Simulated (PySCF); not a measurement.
SnHCl, SMILES [Cl][SnH] (connectivity only; charge and spin as stated), neutral, multiplicity 1.

The structure is a stationary point at r2SCAN-D4/def2-TZVP. The def2 effective core potentials stand for the cores of Sn; spin–orbit coupling is left out.

Method: PySCF 2.14.0 with r2SCAN-D4/def2-TZVP.

Frequencies are harmonic and unscaled.

Computed normal modes with their intensities:
```tsv
mode	ν (cm⁻¹)	IR (km/mol)	moving atoms (share of kinetic energy)
1	347	60.6	Cl 77 %, Sn 23 %
2	600	30.0	H 97 %
3	1704	426.9	H 99 %
```
